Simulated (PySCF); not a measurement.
All numbers come from PySCF, PBE0, basis Ge def2-TZVP, O def2-TZVP (no relativity, density fitting). Open shells, if any, are unrestricted.

Question: What shape and geometry does isolated singlet GeO₂ take (every ligand bound to Ge)?

Answer: Counting electrons, germanium keeps none of its valence electrons outside its bonds, so the VSEPR class is AX2 and the expected shape is linear (D∞h), as computed. The lowest minimum found is a singlet of D∞h symmetry with Ge–O 1.613 Å (×2); O–Ge–O 180.0°. Its harmonic wavenumbers are 216 (πu), 921 (σg+), 1101 (σu+) cm⁻¹ and its dipole moment is 0.00 D.
